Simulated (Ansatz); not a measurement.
`C[CH](Cl)[GeH3]` + `C[O][GeH]([F])[SH]` → `C[O][GeH]([F])[S]C` + `Cl[CH2][GeH3]`  (substitution at a C–C bond)

Calculated with Ansatz (gas phase, PBE0-D4/def2-TZVP geometries, no zero-point term in ΔE). CBS: MP2 limit from def2 TZ/QZ plus the TZ coupled-cluster correction, frozen cores. For Ge outer-core shells are correlated without core-valence functions, which leaves a few kJ/mol of doubt a bond. Scalar relativity is left out up to krypton. One conformer a species, not always the lowest.

```tsv
species	CCSD(T)/CBS(def2) energy (Eh)
`C[CH](Cl)[GeH3]`	-2616.20104
`C[O][GeH]([F])[SH]`	-2689.98857
`C[O][GeH]([F])[S]C`	-2729.24512
`Cl[CH2][GeH3]`	-2576.93687
```

Question: Work out ΔE.

Answer: ΔE = (-2729.24512) + (-2576.93687) − (-2616.20104) − (-2689.98857) = 0.00762 Eh = +4.8 kcal/mol.

Largest T1 diagnostic among the species: 0.012.

In def2-TZVPP, CCSD(T) changes the Hartree–Fock value by +1.6 kcal/mol (the triples alone add +0.1 kcal/mol) and MP2 by +1.8 kcal/mol.
